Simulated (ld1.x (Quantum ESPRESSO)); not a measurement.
An all-electron radial function and its pseudo partner (oxygen (O))

Columns: radius, all-electron u(r) and pseudo u(r) of the 2p shell (level -12.53 eV) of oxygen in the configuration [He] 2s2 2p3.75; BLYP, non-relativistic, PAW scheme, ld1.x (Quantum ESPRESSO) 7.5.

```json
{"r (bohr)": "0.070", "all-electron": "0.0583", "pseudo": "0.0121"}
{"r (bohr)": "0.140", "all-electron": "0.1805", "pseudo": "0.0475"}
{"r (bohr)": "0.210", "all-electron": "0.3192", "pseudo": "0.1039"}
{"r (bohr)": "0.280", "all-electron": "0.4511", "pseudo": "0.1775"}
{"r (bohr)": "0.350", "all-electron": "0.5661", "pseudo": "0.2635"}
{"r (bohr)": "0.420", "all-electron": "0.6605", "pseudo": "0.3566"}
{"r (bohr)": "0.490", "all-electron": "0.7345", "pseudo": "0.4510"}
{"r (bohr)": "0.560", "all-electron": "0.7895", "pseudo": "0.5414"}
{"r (bohr)": "0.630", "all-electron": "0.8272", "pseudo": "0.6231"}
{"r (bohr)": "0.700", "all-electron": "0.8500", "pseudo": "0.6922"}
{"r (bohr)": "0.770", "all-electron": "0.8602", "pseudo": "0.7463"}
{"r (bohr)": "0.840", "all-electron": "0.8602", "pseudo": "0.7842"}
{"r (bohr)": "0.910", "all-electron": "0.8520", "pseudo": "0.8059"}
{"r (bohr)": "0.980", "all-electron": "0.8374", "pseudo": "0.8128"}
{"r (bohr)": "1.050", "all-electron": "0.8179", "pseudo": "0.8070"}
{"r (bohr)": "1.120", "all-electron": "0.7949", "pseudo": "0.7913"}
{"r (bohr)": "1.190", "all-electron": "0.7692", "pseudo": "0.7687"}
{"r (bohr)": "1.260", "all-electron": "0.7417", "pseudo": "0.7419"}
{"r (bohr)": "1.330", "all-electron": "0.7131", "pseudo": "0.7132"}
{"r (bohr)": "1.400", "all-electron": "0.6839", "pseudo": "0.6839"}
{"r (bohr)": "1.470", "all-electron": "0.6544", "pseudo": "0.6544"}
{"r (bohr)": "1.540", "all-electron": "0.6252", "pseudo": "0.6252"}
{"r (bohr)": "1.610", "all-electron": "0.5962", "pseudo": "0.5962"}
{"r (bohr)": "1.680", "all-electron": "0.5679", "pseudo": "0.5679"}
{"r (bohr)": "1.750", "all-electron": "0.5402", "pseudo": "0.5402"}
{"r (bohr)": "1.820", "all-electron": "0.5134", "pseudo": "0.5134"}
```

Problem. How many radial nodes do the two functions have?

Solution. The all-electron 2p function has n − l − 1 = 0; the pseudo-wave has 0.

Problem. At about which radius was the pseudo-wave matched?

Solution. 1.40 bohr. The columns agree to 0.0005 from 1.19 bohr on; several derivatives are matched, so the curves merge somewhat inside the radius.

Problem. Where does each function peak?

Solution. Outermost all-electron maximum near 0.77 bohr, pseudo maximum near 0.98 bohr (to the table’s step).

Problem. Is the pseudo-wave norm-conserving?

Solution. No, it belongs to a PAW set: the norm inside the radius is not constrained, and the difference is carried by the augmentation charge.
